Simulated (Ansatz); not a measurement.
```yaml
crystal:
  periodic: [false, false, false]
  atoms:
    - {symbol: N, position_ang: [-0.481943, 1.345977, -0.167171]}
    - {symbol: B, position_ang: [-0.167971, 0.061224, -0.242930]}
    - {symbol: C, position_ang: [0.557163, -1.065655, 0.356002]}
    - {symbol: h, position_ang: [-0.377209, -1.358280, -1.149484]}
    - {symbol: H, position_ang: [-1.044913, 1.787694, -0.814299]}
    - {symbol: H, position_ang: [-0.164959, 1.917665, 0.542217]}
    - {symbol: H, position_ang: [1.587774, -1.171714, 0.235537]}
    - {symbol: H, position_ang: [0.180570, -1.571726, 1.186657]}
basis:
  gaussian: {orbitals: cc-pVTZ-DK}
hamiltonian: {xc: {name: SPW92}}
scf: {lower_state_search: full}
```

```sh
$ ansatz run in.yaml --threads 2 --pin off --events-out ev --progress --plain --max-ram 4352MiB
```

Shortened log:

```
Error: YAML parse error: error: line 7 column 16: `h` is not an element symbol (H … Og, case-exact)
 --> <input>:7:16
5 |     - {symbol: B, position_ang: [-0.167971, 0.061224, -0.242930]}
6 |     - {symbol: C, position_ang: [0.557163, -1.065655, 0.356002]}
7 |     - {symbol: h, position_ang: [-0.377209, -1.358280, -1.149484]}
8 |     - {symbol: H, position_ang: [-1.044913, 1.787694, -0.814299]}
9 |     - {symbol: H, position_ang: [-0.164959, 1.917665, 0.542217]}
```

In this input an element symbol is wrong. The program refused the input.
